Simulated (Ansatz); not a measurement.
Molecule: C$_{6}$H$_{7}$, charge 0, multiplicity 2. It need not be the lowest isomer of its formula. 
Coordinates optimised at B3LYP-D3(BJ)/def2-TZVP (Ansatz, a quantum-chemistry and plane-wave program):
SMILES: C1(=CC=C[CH]1)C
```xyz
13

C     -2.1311    -0.2260     0.0386
C     -0.6554    -0.0857     0.0006
C      0.2673    -0.9575    -0.6292
C      1.5332    -0.4551    -0.4182
C      1.4179     0.7778     0.3720
C      0.1000     0.9938     0.6202
H     -2.4885    -0.2979     1.0713
H     -2.4692    -1.1077    -0.5045
H     -2.6174     0.6549    -0.3933
H      0.0085    -1.8519    -1.1737
H      2.4615    -0.8825    -0.7674
H      2.2482     1.3900     0.6892
H     -0.3345     1.8115     1.1745
```
Charge 0, spin multiplicity 2.

Total electronic energies in hartree. Cores are frozen in the correlated levels unless marked. UHF or UKS for open shells. Spin-orbit coupling is left out. No relativistic terms. CBS marks a two-point X^-3 extrapolation of the correlation energy; Hartree-Fock from the larger set. [CCSD(T)-MP2]/basis is that difference in the basis named.

The UHF reference is spin-contaminated (<S^2> 0.19 over the pure value in the largest basis). 

```csv
level,program,energy (Eh)
RI-HF/cc-pVQZ,Ansatz,-231.32558
revPBE/def2-TZVPD,Ansatz,-232.80240
r2SCANh-D4/def2-TZVPD,Ansatz + dftd4,-232.72134
r2SCANh/def2-TZVPD,Ansatz,-232.71848
wB97M-V/def2-TZVPD,Ansatz,-232.75752
B2GP-PLYP-D3(BJ)/def2-TZVPD,Ansatz + dftd3,-232.60310
MP2/STO-3G,Ansatz,-228.72347
MP2/6-31G*,Ansatz,-231.95848
MP2/cc-pVDZ,Ansatz,-232.01411
RI-MP2/cc-pVTZ,Ansatz,-232.24071
RI-MP2/cc-pVQZ,Ansatz,-232.31438
SCS-MP2/STO-3G,Ansatz,-228.73849
CCSD(T) with core electrons/cc-pwCVTZ,Ansatz,-232.64440
"RI-MP2/CBS(cc-pVTZ,cc-pVQZ)+[CCSD(T)-MP2]/cc-pVQZ",Ansatz,-232.4494
"CCSD(T)/CBS(cc-pVTZ,cc-pVQZ)",Ansatz,-232.4445
```

Totals of different functionals don't rank their quality; only differences between species are comparable.
